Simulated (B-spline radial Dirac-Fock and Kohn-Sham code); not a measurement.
**Ir: eigenvalues, ΔSCF and the reference**

System: neutral iridium, [Xe] 4f14 5d6 6s2 6p1 (an excited configuration).

The density-functional columns are spherical, spin-unpolarised Dirac-Kohn-Sham results without Breit or QED terms: −ε is minus the orbital energy of the initial state and ΔSCF the difference of two total energies. The reference in the last column comes from Dirac-Fock energy differences between relaxed states, corrected for Breit and QED terms. All numbers are from a radial B-spline solver, in eV; a selection of levels is shown. For the 1s level of heavy atoms much of the gap between ΔSCF and the reference is the Breit and QED part, -399.0 eV here; for other levels the error of the functional can be larger.

```
     level   LDA −ε  LDA ΔSCF  Dirac-Fock
    K (1s)  75925.7   76510.6     76123.4
   L1 (2s)  13278.5   13385.0     13442.4
L2 (2p1/2)  12727.9   12866.0     12841.1
L3 (2p3/2)  11102.2   11219.0     11232.0
   M1 (3s)   3108.8    3138.9      3196.0
M2 (3p1/2)   2860.6    2893.2      2929.3
M3 (3p3/2)   2504.7    2533.9      2572.9
M4 (3d3/2)   2087.3    2122.8      2133.3
M5 (3d5/2)   2010.3    2044.6      2057.7
   N1 (4s)    666.2     679.5       713.6
N2 (4p1/2)    561.3     574.6       600.6
N3 (4p3/2)    476.9     489.4       516.1
N4 (4d3/2)    304.3     316.6       330.9
N5 (4d5/2)    288.7     300.7       315.3
N6 (4f5/2)    68.88     80.20       78.10
N7 (4f7/2)    65.75     76.96       75.11
   O1 (5s)    102.6     109.7       115.9
O2 (5p1/2)    69.43     76.15       77.85
O3 (5p3/2)    55.57     61.89       64.18
 O4,5 (5d)    10.98     16.08       14.71
   P1 (6s)     8.61     12.20       10.11
 P2,3 (6p)     2.63      5.29        4.76
```

Values without a named source are computed, but for edge energies of neutral atoms, which are taken from tables.
